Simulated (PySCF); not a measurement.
C3H4F2Si, SMILES FC([SiH3])(F)C#C. Atoms are numbered in the order given.

```xyz
10

C      0.9391     2.3756     0.0000
C      0.2894     1.3552     0.0000
C     -0.3942     0.0632     0.0000
F     -1.1995    -0.0365    -1.0963
F     -1.1995    -0.0365     1.0963
Si     0.8367    -1.4312     0.0000
H      1.5006     3.2926     0.0000
H      1.6762    -1.3433    -1.2269
H      0.0188    -2.6757     0.0000
H      1.6762    -1.3433     1.2269
```
Charge 0, spin multiplicity 1.

Geometry optimised at PBE0-D3(BJ)/def2-SVP. This is a generated structure with no PubChem entry under its InChIKey; it may be hypothetical.

These are PBE0/def2-TZVP (PySCF) values and carry that method's errors.

The molecule is in vacuum.

Task: Estimate the frontier levels, gap, dipole moment and polarisability. (The exact figures need the calculation; the answer reports its results.)

Result: 
```
Item                                                                                                            Value
---------------------------------------------------------------------------------------------  ----------------------
highest occupied level                                                                                       -8.38 eV
lowest empty level                                                                                           -0.37 eV
orbital gap                                                                                                   8.00 eV
dipole moment                                                                                                  2.20 D
quadrupole, principal values (traceless, Buckingham form, about the centre of nuclear charge)  -5.76, -3.95, 9.71 D·Å
mean static polarisability                                                                       61.1 bohr³ (9.05 Å³)
polarisability, principal values                                                               49.5, 53.6, 80.2 bohr³
```
